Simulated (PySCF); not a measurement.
Delta-SCF ions had no search for a lower state. Excitations are Tamm–Dancoff values on a coarser integration grid. The basis has no diffuse functions, so Rydberg states are missing or too high.

Z-matrix (Å, degrees):
```
Ge
H 1 1.5416
H 1 1.5425 2 107.94
Ge 1 2.4233 2 110.34 3 120.41
H 4 1.5403 1 110.55 2 52.80
N 4 1.8428 5 106.61 1 116.54
H 6 1.0170 4 113.86 5 -178.98
H 6 1.0177 7 108.05 4 127.61
H 4 1.5523 5 108.18 6 124.05
Ge 1 2.4279 2 108.95 3 -117.01
H 10 1.5377 1 110.73 2 176.31
H 10 1.5436 11 110.03 1 -121.58
C 10 2.0034 11 108.23 12 -119.07
O 13 1.2002 10 122.16 11 -29.51
H 13 1.1262 14 120.66 10 178.11
```
Charge 0, spin multiplicity 1.

Problem. What S1–T1 gap (TDA), HOMO–LUMO gap, dipole moment, S1 excitation (TDA), brightest of the four lowest singlets (TDA), S1 oscillator strength, vertical ionisation energy (Delta-SCF) and LUMO does PBE0-D4/def2-TZVP // PBE0-D4/def2-SVP (PySCF) give?

Solution. 
```json
{
 "S1–T1 gap (TDA)": "0.73 eV",
 "HOMO–LUMO gap": "5.29 eV",
 "dipole_moment": "2.49 D",
 "S1 excitation (TDA)": "3.34 eV",
 "brightest of the four lowest singlets (TDA)": "5.90 eV",
 "S1 oscillator strength": "0.017",
 "vertical ionisation energy (Delta-SCF)": "8.59 eV",
 "LUMO": "-1.59 eV"
}
```
